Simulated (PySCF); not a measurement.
Point-charge models of `C[N+](C)(C)[AlH2-][CH2]C(F)(F)F` against its computed dipole.

Coordinates (PBE0-D3(BJ)/def2-SVP, Å) and charges (e) from the PBE0/pcSseg-1 density (PySCF):

```
atom       x       y       z  Mulliken      IAO  Hirshfeld  ESP-fitted
  C1  -1.197   1.381  -0.751   -0.1088  -0.3018    -0.0480     -0.4214
  N2  -1.199   0.042  -0.151   -0.7710  -0.1840    -0.0183     +0.1406
  C3  -2.410  -0.151   0.658   -0.1066  -0.3036    -0.0492     -0.4844
  C4  -1.114  -0.993  -1.188   -0.1078  -0.3010    -0.0486     -0.4814
 Al5   0.412  -0.145   1.149   +0.7627  +0.5949    +0.3201     +0.6239
  C6   1.969   0.308  -0.040   -0.7079  -0.6626    -0.2565     -0.6808
  C7   3.243  -0.323   0.410   +0.7894  +0.8095    +0.2467     +0.7333
  F8   4.336   0.162  -0.206   -0.2815  -0.2952    -0.1141     -0.2515
  F9   3.248  -1.649   0.197   -0.2749  -0.2893    -0.1014     -0.2430
 F10   3.446  -0.141   1.730   -0.2818  -0.2867    -0.0978     -0.2156
 H11  -2.083   1.525  -1.394   +0.1238  +0.1373    +0.0480     +0.1543
 H12  -1.200   2.138   0.045   +0.1593  +0.1634    +0.0598     +0.1707
 H13  -0.292   1.513  -1.358   +0.1517  +0.1557    +0.0592     +0.1672
 H14  -3.315  -0.081   0.029   +0.1229  +0.1359    +0.0476     +0.1757
 H15  -2.450   0.616   1.443   +0.1580  +0.1649    +0.0586     +0.1803
 H16  -2.374  -1.138   1.137   +0.1594  +0.1644    +0.0600     +0.1822
 H17  -1.988  -0.947  -1.861   +0.1229  +0.1366    +0.0477     +0.1691
 H18  -0.201  -0.851  -1.780   +0.1478  +0.1542    +0.0581     +0.1814
 H19  -1.071  -1.982  -0.712   +0.1607  +0.1665    +0.0600     +0.1887
 H20   0.220  -1.681   1.563   -0.2532  -0.2256    -0.1944     -0.2965
 H21   0.024   1.004   2.201   -0.2527  -0.2315    -0.1966     -0.3016
 H22   2.121   1.400  -0.026   +0.1525  +0.1566    +0.0327     +0.1556
 H23   1.824   0.018  -1.094   +0.1351  +0.1415    +0.0266     +0.1531
```

Task: What dipole does each set of charges give (1 e·Å = 4.803 D), and what does the density give?

Result: The full density gives (-6.47, 1.42, -3.94) D, 7.71 D in size; dipole vectors point from the negative to the positive end.

| scheme | μx | μy | μz | size (D) | share of the full size (%) | angle to the full dipole (°) |
| --- | --- | --- | --- | --- | --- | --- |
| Mulliken | -8.53 | 1.42 | -3.21 | 9.23 | 120 | 11 |
| IAO | -8.22 | 1.51 | -3.23 | 8.96 | 116 | 10 |
| Hirshfeld | -5.84 | 0.78 | -2.95 | 6.59 | 85 | 6 |
| ESP-fitted | -6.53 | 1.44 | -3.88 | 7.73 | 100 | 1 |

Task: Which set comes closest?

Result: Length of the difference vector: ESP-fitted 0.08 D, Hirshfeld 1.34 D, IAO 1.89 D, Mulliken 2.19 D. Closest: ESP-fitted. ESP charges are fitted to the potential around the molecule, whose slowest-falling term is the dipole's. 

Task: What is left for the Hirshfeld atoms' own dipoles?

Result: The Hirshfeld atoms' densities add up to the full density, so μ = Σ q r + Σ (atomic dipoles). The atomic dipoles sum to (-6.47, 1.42, -3.94) − (-5.84, 0.78, -2.95) = (-0.63, 0.64, -0.99) D, 1.34 D in size.

Task: With the origin at the mean of the coordinates, (-0.002, 0.001, 0.000) Å, which are the largest single terms, by size, of the ESP-fitted dipole along the direction of the full one?

Result: C7 -10.54, C6 +5.16, F8 +4.24, F10 +3.94, C3 -3.86 D; all 23 atoms together +7.73 D. The single terms depend on the origin, their sum doesn't.

Task: Give the size of the full dipole in other units.

Result: 7.71 D = 3.034 au = 1.605 e·Å = 25.72 × 10⁻³⁰ C·m.

Geometry: PBE0-D3(BJ)/def2-SVP, one conformer, isolated molecule.

Shape of the structure used: `[CH3:1][N+:2]([CH3:3])([CH3:4])[AlH2-:5][CH2:6][C:7]([F:8])([F:9])[F:10]`: C1–N2–Al5–C6 -56°, N2–Al5–C6–C7 -154°, Al5–C6–C7–F8 -168°.
